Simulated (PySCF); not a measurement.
(Z)-2-chloro-3-fluorobut-2-ene (C4H6ClF), SMILES C/C(F)=C(\C)Cl. Atoms are numbered in the order given.

```xyz
12

C      0.3723     2.2874     0.0000
C     -0.2163     0.9176     0.0000
F     -1.5608     0.9483     0.0000
C      0.4198    -0.2638     0.0000
C      1.8975    -0.4967     0.0000
Cl    -0.5391    -1.7322     0.0000
H      0.0268     2.8440     0.8872
H      0.0268     2.8440    -0.8872
H      1.4681     2.2731     0.0000
H      2.1941    -1.0802     0.8869
H      2.4624     0.4448     0.0000
H      2.1941    -1.0802    -0.8869
```

Geometry optimised at B3LYP-D3(BJ)/def2-SVP.

Level of theory: PBE0/def2-TZVP in PySCF.

Gas-phase values at a fixed geometry.

| Property | Value |
|---|---|
| total energy | -715.74016 hartree |
| point group | Cs |
| highest occupied level | -6.82 eV |
| lowest empty level | 0.33 eV |
| orbital gap | 7.15 eV |
| dipole moment | 2.99 D |
| quadrupole, principal values (traceless, Buckingham form, about the centre of nuclear charge) | -1.51, -1.02, 2.53 D·Å |
| mean static polarisability | 62.8 bohr³ (9.30 Å³) |
| polarisability, principal values | 44.2, 61.6, 82.5 bohr³ |
